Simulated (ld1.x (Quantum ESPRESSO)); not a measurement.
## An all-electron radial function and its pseudo partner (P)

Columns: radius, all-electron u(r) and pseudo u(r) of the 3p shell (level -9.66 eV) of phosphorus in the configuration [Ne] 3s2 3p2.5; PBE, scalar-relativistic, ultrasoft scheme, ld1.x (Quantum ESPRESSO) 7.5.

```tsv
r (bohr)	all-electron	pseudo
0.105	0.1467	-0.0086
0.210	0.2845	-0.0339
0.315	0.3092	-0.0744
0.420	0.2479	-0.1277
0.525	0.1393	-0.1910
0.630	0.0115	-0.2607
0.735	-0.1181	-0.3333
0.840	-0.2394	-0.4052
0.945	-0.3474	-0.4733
1.050	-0.4401	-0.5349
1.155	-0.5175	-0.5881
1.260	-0.5802	-0.6317
1.365	-0.6287	-0.6651
1.470	-0.6640	-0.6887
1.575	-0.6877	-0.7033
1.680	-0.7011	-0.7099
1.785	-0.7057	-0.7098
1.890	-0.7029	-0.7043
1.995	-0.6941	-0.6943
2.100	-0.6803	-0.6803
2.205	-0.6626	-0.6626
2.310	-0.6419	-0.6419
2.415	-0.6189	-0.6189
2.520	-0.5944	-0.5944
2.625	-0.5688	-0.5688
2.730	-0.5426	-0.5426
```

Task: How many radial nodes do the two functions have?

Result: The all-electron 3p function has n − l − 1 = 1; the pseudo-wave has 0, since the states of the same l below it are removed with the core.

Task: At about which radius was the pseudo-wave matched?

Result: 2.10 bohr, where the columns begin to agree (steps of 0.10 bohr).

Task: Is the pseudo-wave norm-conserving?

Result: No, it belongs to an ultrasoft set: the norm inside the radius is not constrained, and the difference is carried by the augmentation charge.
